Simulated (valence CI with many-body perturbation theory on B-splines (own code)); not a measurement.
## P X: E2, M1 decay

Level of theory: valence CI with perturbative core correlation (CI+MBPT): four valence electrons over a frozen Dirac-Fock core [He], radial functions for each j: 11 s, 11 p, 9 d, 7 f, 5 g, 2 h, 1 i, with the one-electron correlation potential Σ1, the two-electron term Σ2, the three-electron term Σ3, Breit, model QED; selected CI, second order for the rest, scaled by the run's own slope (own B-spline code, finite nucleus).

No measured spectrum was set against this ion. As an estimate, levels of excited configurations hold to 0.05 to 0.15 % of their energy, terms of the ground configuration to about 0.5 %.

Lines 1 to 12 of 12 in falling wavelength, among levels below 2329200 cm⁻¹, chosen from the decays that carry over 1 % of a level's rate. Wavelengths and rates use the calculated energies, so an error of 200 cm⁻¹ moves a line at 197.0 nm by 0.39 % and its rate by three times that or more. Electric multipoles are in the length gauge, E1 and E2 with the static RPA response of the core. S is in atomic units (e²a₀⁴ for E2 and M2, e²a₀⁶ for E3), for M1 in squared Bohr magnetons. Weak lines are less certain than strong ones. Lines between different terms over intervals too small for the method are left out, as are lines whose strength nearly cancels.

```
λ vac (nm)            Upper         Lower  Type   A (s⁻¹)  S (a.u.)
      2720     2s2.2p2 3P_1  2s2.2p2 3P_0    M1  8.93e-01  2.00e+00
      1870     2s2.2p2 3P_2  2s2.2p2 3P_1    M1  2.06e+00  2.49e+00
     197.0     2s2.2p2 1D_2  2s2.2p2 3P_2    M1  3.88e+01  5.50e-02
     178.2     2s2.2p2 1D_2  2s2.2p2 3P_1    M1  1.76e+01  1.85e-02
     165.6     2s2.2p2 1S_0  2s2.2p2 1D_2    E2  5.87e+00  6.53e-02
     85.84     2s2.2p2 1S_0  2s2.2p2 3P_1    M1  4.51e+02  1.06e-02
     5.060   2s2.2p.3p 1P_1  2s2.2p2 1D_2    E2  5.70e+07  5.07e-02
     4.867  2s.2p2.3p 5D°_0  2s.2p3 5S°_2    E2  3.73e+07  9.08e-03
     4.864  2s.2p2.3p 5D°_1  2s.2p3 5S°_2    E2  3.68e+07  2.69e-02
     4.860  2s.2p2.3p 5D°_2  2s.2p3 5S°_2    E2  3.66e+07  4.43e-02
     4.853  2s.2p2.3p 5D°_3  2s.2p3 5S°_2    E2  3.67e+07  6.17e-02
     4.844  2s.2p2.3p 5D°_4  2s.2p3 5S°_2    E2  3.75e+07  8.03e-02
```
